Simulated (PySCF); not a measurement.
AlFCl2, SMILES [Al]([F])([Cl])[Cl].

The structure is a stationary point at PBE0-D3(BJ)/def2-SVP.

Level of theory: TDDFT-PBE0/def2-SVPD (PySCF).

Vertical excitations. Gas-phase values at a fixed geometry. State labels are in the subgroup C2v.

### Question
Give excitation energies, oscillator strengths and character. (Estimate from the structure and the level; the computed values follow.)

### Answer

```tsv
state	symmetry	energy (eV)	λ (nm)	f	main pairs
S1	B2	6.75	184	0.013	HOMO→LUMO 99 %
S2	A2	6.98	178	0.000	HOMO−1→LUMO 99 %
S3	A2	7.29	170	0.000	HOMO→LUMO+1 100 %
S4	A1	7.32	169	0.045	HOMO−2→LUMO 98 %
S5	B1	7.41	167	0.078	HOMO−3→LUMO 98 %
S6	B1	7.82	159	0.001	HOMO−2→LUMO+1 99 %
S7	B2	7.83	158	0.019	HOMO−1→LUMO+1 84 %, HOMO−4→LUMO 14 %
S8	A1	8.24	150	0.021	HOMO−3→LUMO+1 92 %
S9	B2	8.58	144	0.308	HOMO−4→LUMO 78 %
S10	A2	8.80	141	0.000	HOMO−4→LUMO+1 99 %
T1	B2	6.48	191	0	HOMO→LUMO 97 %
T2	A2	6.71	185	0	HOMO−1→LUMO 96 %
T3	B1	6.97	178	0	HOMO−3→LUMO 95 %
T4	A1	6.99	177	0	HOMO−2→LUMO 96 %
```
Triplets are in the Tamm–Dancoff approximation, which puts them higher than full response would, so one can lie above its singlet here.
